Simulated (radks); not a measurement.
Task: Ionisation of the ytterbium ion Yb30+, [Kr] 4d4, to [Kr] 4d3 as the strength of local exchange is varied. Method: scalar-relativistic Kohn-Sham, Slater X-alpha exchange (alpha = 2/3 is LDA exchange), no correlation, spin-polarised, spherical densities, finite nucleus; open shells are filled with parallel spins first (spin-orbit coupling, left out, can overturn this in heavy ions); Fermi nuclear charge, rms radius 5.3108 fm; computed with a radial shooting solver on a logarithmic mesh with Libxc functionals.

alpha  E(Yb30+) (hartree)  exchange (hartree)  IE (eV)  -e of the level emptied (eV)  <r> of it (bohr)
0.632         -13571.3980           -222.7227   1167.4                   1144.0 (4d)            0.4681
0.801         -13631.3716           -283.2434   1184.9                   1161.6 (4d)            0.4647
0.821         -13638.4827           -290.4325   1187.0                   1163.7 (4d)            0.4643
0.852         -13649.5105           -301.5870   1190.3                   1167.0 (4d)            0.4637
0.89          -13663.0379           -315.2788   1194.3                   1171.0 (4d)            0.4629
0.98          -13695.1180           -347.7891   1203.7                   1180.5 (4d)            0.4612
1.018         -13708.6804           -361.5503   1207.7                   1184.5 (4d)            0.4604
?             -13583.8017           -235.2231   1171.0                   1147.6 (4d)            0.4674

Which alpha was used in the last row?

Result: alpha = 0.667. NIST Atomic Spectra Database: 1175 +/- 4 eV (theoretical). The Delta-SCF value meets it near alpha = 0.71. Open shells are spherical and high-spin; term and fine-structure splittings are not resolved. Spin-orbit splitting is averaged out at the scalar-relativistic level.
